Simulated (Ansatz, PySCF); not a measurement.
Barrier from R1 to the saddle point P1, each structure at its B3LYP-D3(BJ)/def2-TZVP stationary point, reached from a drawn start; harmonic modes at that level show the others as minima.
R1, CH6Si (SMILES C[SiH3]) (charge 0, multiplicity 1):
```xyz
8

Si     0.0000     0.0000     0.8881
H      1.3884     0.0000     1.4104
H     -0.6942     1.2024     1.4104
H     -0.6942    -1.2024     1.4104
C      0.0000     0.0000    -0.9881
H      0.5099     0.8832    -1.3771
H     -1.0198     0.0000    -1.3771
H      0.5099    -0.8832    -1.3771
```
P1, CH6Si, a first-order saddle point (one imaginary mode, 200i cm⁻¹) (charge 0, multiplicity 1):
```xyz
8

Si     0.000     0.000     0.891
H      1.385     0.000     1.423
H     -0.692     1.199     1.423
H     -0.692    -1.199     1.423
C      0.000     0.000    -0.996
H      1.018     0.000    -1.388
H     -0.509     0.881    -1.388
H     -0.509    -0.881    -1.388
```

| level | barrier height (kJ/mol) | minus CCSD(T)/CBS(cc-pV(T+d)Z, cc-pV(Q+d)Z) |
|---|---|---|
| HF/cc-pV(Q+d)Z | 6.9 | 0.7 |
| PBE/def2-TZVPP | 5.9 | -0.4 |
| PBE-D4/def2-TZVPP | 5.9 | -0.4 |
| BLYP/def2-TZVPP | 5.9 | -0.4 |
| revPBE/def2-TZVPP | 5.8 | -0.5 |
| B3LYP-D4/def2-TZVPP | 6.2 | -0.1 |
| PBE0-D3(BJ)/def2-TZVPP | 6.2 | -0.1 |
| BHLYP-D3(BJ)/def2-TZVPP | 6.6 | 0.3 |
| BHLYP-D4/def2-TZVPP | 6.5 | 0.3 |
| MP2/CBS(cc-pV(T+d)Z, cc-pV(Q+d)Z) | 6.6 | 0.3 |
| CCSD/cc-pV(D+d)Z | 7.0 | 0.7 |
| CCSD/cc-pV(T+d)Z | 6.6 | 0.3 |
| CCSD(T)/cc-pV(T+d)Z | 6.6 | 0.3 |
| CCSD(T)/CBS(cc-pV(T+d)Z, cc-pV(Q+d)Z) | 6.3 | 0.0 |

 The comparison column counts from a level with limits of its own.

P less R. No zero-point or thermal terms. No path was followed down from the saddle.

Frozen-core correlation throughout. CBS: X⁻³ extrapolation of the correlation energy, Hartree–Fock from the larger set.

Programs: Ansatz (Gaussian orbitals); PySCF for the D3/D4 terms. No computed number here is a measurement.

Ansatz is a quantum-chemistry and plane-wave program.
